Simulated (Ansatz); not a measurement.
Program: Ansatz. Geometries: PBE0-D4/def2-TZVP. ΔE: electronic, gas phase. CCSD(T)/CBS is the MP2 limit (def2-TZVPP, def2-QZVPP) plus CCSD(T) − MP2 in def2-TZVPP, frozen cores. This one scheme is used for every species. DFT in def2-TZVPP. Each species was taken in one conformer, which may not be the lowest.

`BB(N)C[SiH3]` + SiH₄ → `NB([SiH3])C[SiH3]` + BH₃  (formal exchange of groups at a B–B bond)

| level | ΔE (kcal/mol) |
| --- | --- |
| PBE0 | -0.4 |
| MP2/def2-TZVPP | -1.5 |
| SCS-MP2/def2-TZVPP | -1.2 |
| HF/def2-QZVPP | 0.4 |

(1) What does CCSD(T)/CBS give? (Best estimate.)

Largest T1 diagnostic among the species: 0.013.

## Answers

(1) Ansatz gave: -1.2 kcal/mol. The listed levels differ from it by 0.8, -0.3, 0.0, 1.6 kcal/mol.

In def2-TZVPP, CCSD(T) changes the Hartree–Fock value by −1.5 kcal/mol (the triples alone add −0.4 kcal/mol) and MP2 by −1.8 kcal/mol. The D4 term adds −1.2 kcal/mol with B3LYP and −0.7 kcal/mol with PBE0; it sums over pairs of atoms, weighted by their polarisabilities, and B3LYP, whose exchange is more repulsive, gets the larger term.

CCSD(T)/CBS has its own doubt, a few kJ/mol and more with outer-core shells, so smaller differences from it don't rank the levels.

B3LYP here is the variant with VWN-RPA as its local correlation; programs differ in this.
